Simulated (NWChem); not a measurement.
# Atomisation of F3S

```xyz
4

F     -0.3118    -0.0912     1.6965
S     -0.3612     0.0787     0.0000
F     -0.3118    -0.0912    -1.6965
F      1.2656     0.0426     0.0000
```
Charge 0, spin multiplicity 2.

All runs are NWChem calculations. All single points use one geometry, from UPBE/def2-SVP, a minimum by its harmonic frequencies.

Basis set: def2-TZVP. The atomisation energy is electronic alone: no zero-point, thermal, spin-orbit or counterpoise terms. No value is extrapolated to the basis-set limit. Free atoms are single determinants with multiplicities F 2, S 3. Correlated methods freeze the same cores in atoms and molecule, 8 orbitals in all.

```csv
method,atomisation energy (kcal/mol),relative cost
LDA (SVWN5),327.1,1
BLYP,250.1,under 3
PBE,264.2,under 3
B3LYP,230.6,under 3
PBE0,230.7,under 3
r2SCAN,242.4,under 3
HF,87.7,under 3
M06-2X,226.9,under 3
MP2,233.7,6
```

The values span 239.5 kcal/mol, from HF (lowest) to LDA (SVWN5) (highest). The cost column gives rough processor time relative to LDA (SVWN5); each entry includes its own SCF. Costs are the molecule's.

B3LYP has NWChem's definition, with VWN1-RPA local correlation. The structure started from a generated list of species. The unpaired electrons of the parent sit in orbitals of symmetry a' (Cs labels of the run); other states weren't searched. No SCF solution was tested for a lower state. Open-shell Hartree-Fock references start from PBE0 orbitals; any time given for them includes that run.
